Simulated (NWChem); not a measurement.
# C$_{3}$H$_{5}$FSi; SMILES C#C[Si@H](C)F

```xyz
10

C      0.0636     2.5664    -0.1939
C     -0.0126     1.3722     0.0280
Si    -0.0923    -0.4265     0.3718
C      1.4048    -1.2919    -0.3042
F     -1.4213    -1.0153    -0.3614
H      0.1262     3.6226    -0.3899
H     -0.2709    -0.6367     1.8334
H      1.4938    -1.1200    -1.3876
H      2.3179    -0.9122     0.1803
H      1.3438    -2.3764    -0.1257
```
Atoms are numbered in this order, from 1.

Level: PBE0/def2-SVP (NWChem), optimised geometry, unscaled harmonic frequencies. 

Task: List the harmonic frequencies with IR intensities, and the thermochemistry.

Result: 
```csv
frequency (cm⁻¹),IR intensity (km/mol)
128,1.5
150,0.6
174,2.0
235,3.6
343,23.8
371,29.7
609,36.8
692,25.7
743,42.1
744,9.1
761,25.7
772,98.6
846,26.5
892,223.4
936,229.7
1269,38.8
1422,4.1
1424,4.4
2170,56.3
2270,121.3
3063,0.1
3170,0.9
3176,0.4
3473,49.6
```

The zero-point energy comes out as 42.6 kcal/mol. The thermal correction to the enthalpy at 298.15 K (with zero-point energy) is 47.5 kcal/mol and the heat capacity Cv is 23.2 cal/(mol K). The entropy at 298.15 K and 1 atm (symmetry number 1) comes out as 80.3 cal/(mol K) and the dipole moment is 1.98 D.

Rigid rotor and harmonic oscillator.
